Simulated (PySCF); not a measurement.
tellurium hexafluoride anion (F₆Te), SMILES F[Te](F)(F)(F)(F)F (connectivity only; charge and spin as stated), charge -1, multiplicity 2.

Geometry: PBE-D3(BJ)/def2-SVPD. The spin state was assumed, not searched. The def2 effective core potentials stand for the cores of Te; spin–orbit coupling is left out.

The numbers are results of PBE-D3(BJ)/def2-SVPD (PySCF), not measurements.

Frequencies are harmonic and unscaled.

Modes within 1.5 cm⁻¹ of each other (mostly degenerate sets) share a row, with their intensities summed.

Q: List the normal modes with their intensities. (An estimate is asked for; the answer gives what the named calculation found.)

A: 
| mode | ν (cm⁻¹) | IR (km/mol) | moving atoms (share of kinetic energy) |
|---|---|---|---|
| 1–3 | 128 | 0.0 | F 100 % |
| 4–6 | 160 | 13.9 | F 84 %, Te 16 % |
| 7–9 | 199 | 0.0 | F 100 % |
| 10–11 | 465 | 0.0 | F 100 % |
| 12–14 | 486 | 720.3 | F 69 %, Te 31 % |
| 15 | 514 | 0.0 | F 100 % |
